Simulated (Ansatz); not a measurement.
Problem. Name a neutral molecule of Al, C, F, N, S and H with LUMO energy (PBE/def2-TZVPP) between -2.25 and -1.95 eV and size of the dipole moment (B3LYP/def2-TZVPP) between 3.70 and 4.00 D (Ansatz, PBE0-D4/def2-TZVP geometry).

Solution. `N[C]1(F)[AlH][S]1` (-2.23 eV, 3.78 D). Other molecules can fit too; these were computed, each in one conformer that needn't be the lowest.

B3LYP here is the variant with VWN-RPA as its local correlation; programs differ in this.
